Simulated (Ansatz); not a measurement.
`BC1C=N1` and `C1=NC1` differ in one atom or group.

Ansatz, PBE0-D4/def2-TZVP geometries, multiplicity 1. 

| property | `BC1C=N1` |
| --- | --- |
| LUMO energy (PBE/def2-TZVPP) / eV | -2.73 |
| LUMO energy (ωB97M-V/def2-TZVPP) / eV | 0.24 |
| HOMO energy (PBE0/def2-TZVPP) / eV | -8.32 |
| LUMO energy (PBE0/def2-TZVPP) / eV | -1.73 |
| HOMO energy (ωB97M-V/def2-TZVPP) / eV | -10.54 |
| size of the dipole moment (B3LYP/def2-TZVPP) / D | 2.32 |

Task: What does the change do to each property? (An estimate is asked.)

Result: Ansatz gave: 
```csv
property,`C1=NC1`,shift
LUMO energy (PBE/def2-TZVPP) / eV,-1.73,1.00
LUMO energy (ωB97M-V/def2-TZVPP) / eV,1.78,1.54
HOMO energy (PBE0/def2-TZVPP) / eV,-7.98,0.34
LUMO energy (PBE0/def2-TZVPP) / eV,-0.54,1.19
HOMO energy (ωB97M-V/def2-TZVPP) / eV,-10.31,0.23
size of the dipole moment (B3LYP/def2-TZVPP) / D,2.16,-0.16
```

With PBE0 the HOMO rises by 0.34 eV and the LUMO rises by 1.19 eV, so the gap widens by about 0.85 eV. PBE moves the HOMO by 0.50 eV and ωB97M-V by 0.23 eV. The zero-point energy changes by -27.7 kJ/mol with -6 modes. Dipoles are sizes alone; their direction can turn.

B3LYP here is the variant with VWN-RPA as its local correlation; programs differ in this.
